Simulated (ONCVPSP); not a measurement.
**Pseudopotential generation for antimony (Sb): ONCV, LDA (Perdew-Wang 92), scalar-relativistic.**

- Element: antimony (Sb)
- Generator: ONCVPSP 4.0.1
- Type: optimised norm-conserving Vanderbilt (ONCV)
- Functional: LDA (Perdew-Wang 92)
- Relativity: scalar-relativistic
- Frozen core: [Ar] 3d10
- Valence charge: 23
- Reference configuration: 4s2 4p6 4d10 5s2 5p2.75 (charge +0.25)
- Partial waves: 4s+5s: rc 1.30 bohr, ncon 4, nbas 8, qcut 11.4 1/bohr, 2 projectors; 4p+5p: rc 1.30 bohr, ncon 4, nbas 7, qcut 11 1/bohr, 2 projectors; 4d: rc 1.40 bohr, ncon 3, nbas 7, qcut 13.1 1/bohr, 2 projectors, debl 0.6 Ha
- Local potential: polynomial inside 1.05 bohr (lpopt 3, dvloc0 0 Ha)
- Core correction: Teter function, fcfact 4.75, rcfact 1.5

In the d channel the program set the typed energies aside and used -1.306, 0.250 Ha.

Poles of the logarithmic derivatives, all-electron (AE) and pseudo (PS). s: poles at -4.9 (AE) and -4.9 (PS) Ha. p: poles at -2.9 (AE) and -2.9 (PS) Ha. d: poles at -0.3 (AE) and -0.3 (PS) Ha. Test radii: s 1.32, p 1.32, d 1.42 bohr.

* Cutoffs needed: 47 Ha and 55 Ha (the cutoffs (Ha) at which the residual kinetic energy of the hardest occupied pseudo-wave falls to 1 and 0.1 mHa per electron)
* Ghost test: no bound ghost flagged; no localised positive-energy state flagged
* Largest excitation error: -11 meV (all-electron minus pseudo) for 4s2 4p6 4d10 5s2 5p0, out of 4 test configurations
* rms error of d²Exc/dni dnj: 2.91 mHa without and 1.02 mHa with the model core
